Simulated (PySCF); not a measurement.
Compound: C5H9NSi.
SMILES with atom numbers: `[H]/[N:1]=[CH:2]\[C@H:3]1[CH:4]=[CH:5][CH2:6][SiH2:7]1` (hydrogens: H8 on N1; H9 on C2; H10 on C3; H11 on C4; H12 on C5; H13, H14 on C6; H15, H16 on Si7)

The same species was optimised twice, with GFN2-xTB and with PBE0-D3(BJ)/def2-SVP (PySCF), and the same property calculations (PySCF, gas phase) were run on both structures.

```json
{"coordinate": "C4=C5 (Å)", "GFN2-xTB": "1.322", "PBE0-D3(BJ)/def2-SVP": "1.341", "change": "+0.019"}
{"coordinate": "C2–C3 (Å)", "GFN2-xTB": "1.492", "PBE0-D3(BJ)/def2-SVP": "1.506", "change": "+0.014"}
{"coordinate": "N1=C2 (Å)", "GFN2-xTB": "1.256", "PBE0-D3(BJ)/def2-SVP": "1.268", "change": "+0.012"}
{"coordinate": "C6–Si7 (Å)", "GFN2-xTB": "1.908", "PBE0-D3(BJ)/def2-SVP": "1.899", "change": "-0.009"}
{"coordinate": "C3–Si7 (Å)", "GFN2-xTB": "1.929", "PBE0-D3(BJ)/def2-SVP": "1.922", "change": "-0.007"}
{"coordinate": "C3–C4 (Å)", "GFN2-xTB": "1.502", "PBE0-D3(BJ)/def2-SVP": "1.508", "change": "+0.006"}
{"coordinate": "C5–C6 (Å)", "GFN2-xTB": "1.500", "PBE0-D3(BJ)/def2-SVP": "1.505", "change": "+0.005"}
{"coordinate": "C3–Si7–C6 (°)", "GFN2-xTB": "93.0", "PBE0-D3(BJ)/def2-SVP": "95.5", "change": "+2.5"}
{"coordinate": "C4–C3–Si7 (°)", "GFN2-xTB": "103.6", "PBE0-D3(BJ)/def2-SVP": "101.3", "change": "-2.3"}
{"coordinate": "C5–C6–Si7 (°)", "GFN2-xTB": "104.5", "PBE0-D3(BJ)/def2-SVP": "102.2", "change": "-2.3"}
{"coordinate": "C2–C3–Si7 (°)", "GFN2-xTB": "110.1", "PBE0-D3(BJ)/def2-SVP": "112.1", "change": "+2.0"}
{"coordinate": "C2–C3–C4 (°)", "GFN2-xTB": "112.2", "PBE0-D3(BJ)/def2-SVP": "113.3", "change": "+1.1"}
{"coordinate": "N1–C2–C3 (°)", "GFN2-xTB": "128.4", "PBE0-D3(BJ)/def2-SVP": "127.8", "change": "-0.6"}
{"coordinate": "C4–C5–C6 (°)", "GFN2-xTB": "119.0", "PBE0-D3(BJ)/def2-SVP": "119.5", "change": "+0.5"}
{"coordinate": "C3–C4–C5 (°)", "GFN2-xTB": "119.3", "PBE0-D3(BJ)/def2-SVP": "119.6", "change": "+0.3"}
{"coordinate": "N1–C2–C3–C4 (°)", "GFN2-xTB": "-22", "PBE0-D3(BJ)/def2-SVP": "-17", "change": "+5"}
```

Rotational constants: A = 3315, B = 1963, C = 1529 MHz (GFN2-xTB) against A = 3340, B = 1911, C = 1512 MHz (PBE0-D3(BJ)/def2-SVP). Point groups within 0.08 Å: C1 and C1.

On the GFN2-xTB structure: isotropic polarisability (au) 87.2 [CAM-B3LYP/def2-SVPD]; HOMO (eV) -8.63 [CAM-B3LYP/def2-SVPD]; LUMO (eV) 1.02 [CAM-B3LYP/def2-SVPD]; dipole (D) 2.94 [CAM-B3LYP/def2-SVPD]; HOMO (eV) -7.15 [PBE0/pcSseg-1]; LUMO (eV) 0.06 [PBE0/pcSseg-1]; dipole (D) 2.83 [PBE0/pcSseg-1]; GIAO shielding of N1 (ppm) -72.8 [PBE0/pcSseg-1]; GIAO shielding of C2 (ppm) 10.9 [PBE0/pcSseg-1]; GIAO shielding of C3 (ppm) 141.5 [PBE0/pcSseg-1]; GIAO shielding of C4 (ppm) 50.0 [PBE0/pcSseg-1]; GIAO shielding of C5 (ppm) 41.1 [PBE0/pcSseg-1]; GIAO shielding of C6 (ppm) 170.5 [PBE0/pcSseg-1]; GIAO shielding of Si7 (ppm) 377.6 [PBE0/pcSseg-1].

What do these properties become on the PBE0-D3(BJ)/def2-SVP structure?

| property | level | on GFN2-xTB | on PBE0-D3(BJ)/def2-SVP | change |
| --- | --- | --- | --- | --- |
| isotropic polarisability (au) | CAM-B3LYP/def2-SVPD | 87.2 | 88.9 | +1.7 |
| HOMO (eV) | CAM-B3LYP/def2-SVPD | -8.63 | -8.80 | -0.17 |
| LUMO (eV) | CAM-B3LYP/def2-SVPD | 1.02 | 0.89 | -0.13 |
| dipole (D) | CAM-B3LYP/def2-SVPD | 2.94 | 2.96 | +0.02 |
| energy, GFN2-xTB geometry as zero (kcal/mol) | CAM-B3LYP/def2-SVPD | 0.0 | -1.7 | -1.7 |
| HOMO (eV) | PBE0/pcSseg-1 | -7.15 | -7.36 | -0.21 |
| LUMO (eV) | PBE0/pcSseg-1 | 0.06 | -0.15 | -0.21 |
| dipole (D) | PBE0/pcSseg-1 | 2.83 | 2.85 | +0.02 |
| energy, GFN2-xTB geometry as zero (kcal/mol) | PBE0/pcSseg-1 | 0.0 | -1.7 | -1.7 |
| GIAO shielding of N1 (ppm) | PBE0/pcSseg-1 | -72.8 | -78.1 | -5.3 |
| GIAO shielding of C2 (ppm) | PBE0/pcSseg-1 | 10.9 | 7.4 | -3.5 |
| GIAO shielding of C3 (ppm) | PBE0/pcSseg-1 | 141.5 | 142.0 | +0.5 |
| GIAO shielding of C4 (ppm) | PBE0/pcSseg-1 | 50.0 | 46.2 | -3.8 |
| GIAO shielding of C5 (ppm) | PBE0/pcSseg-1 | 41.1 | 35.6 | -5.5 |
| GIAO shielding of C6 (ppm) | PBE0/pcSseg-1 | 170.5 | 170.5 | 0.0 |
| GIAO shielding of Si7 (ppm) | PBE0/pcSseg-1 | 377.6 | 375.8 | -1.8 |

The heavy atoms differ by 0.046 Å rms after alignment. Among bonds between heavy atoms C4=C5 changes most (+0.019 Å). Changes are differences of the printed values. Neither structure is proved a minimum here.
